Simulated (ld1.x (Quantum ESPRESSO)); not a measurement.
# Reading a pseudo-wave (Fe (Z = 26))

Columns: radius, all-electron u(r) and pseudo u(r) of the 4s shell (level -4.74 eV) of iron in the configuration [Ar] 3d6.5 4s1.5 4p0; PBE, scalar-relativistic, ultrasoft scheme, ld1.x (Quantum ESPRESSO) 7.5.

```csv
r (bohr),all-electron,pseudo
0.228,-0.1303,-0.0676
0.455,0.1884,-0.1361
0.682,0.2453,-0.2067
0.910,0.0889,-0.2792
1.138,-0.1159,-0.3521
1.365,-0.2950,-0.4222
1.592,-0.4300,-0.4865
1.820,-0.5225,-0.5412
2.047,-0.5786,-0.5822
2.275,-0.6067,-0.6068
2.502,-0.6133,-0.6133
2.730,-0.6041,-0.6041
2.958,-0.5834,-0.5834
3.185,-0.5552,-0.5552
3.412,-0.5221,-0.5221
3.640,-0.4861,-0.4861
3.868,-0.4490,-0.4490
4.095,-0.4123,-0.4123
4.322,-0.3766,-0.3766
4.550,-0.3424,-0.3424
4.778,-0.3102,-0.3102
5.005,-0.2802,-0.2802
5.232,-0.2524,-0.2524
5.460,-0.2268,-0.2268
5.688,-0.2033,-0.2033
5.915,-0.1820,-0.1820
```

**Question.** How many radial nodes do the two functions have?

**Answer.** The all-electron 4s function has n − l − 1 = 3 (the table is too coarse to show those close to the nucleus); the pseudo-wave has 0, since the states of the same l below it are removed with the core.

**Question.** At about which radius was the pseudo-wave matched?

**Answer.** 2.35 bohr, where the columns begin to agree (steps of 0.23 bohr).

**Question.** Is the pseudo-wave norm-conserving?

**Answer.** No, it belongs to an ultrasoft set: the norm inside the radius is not constrained, and the difference is carried by the augmentation charge.
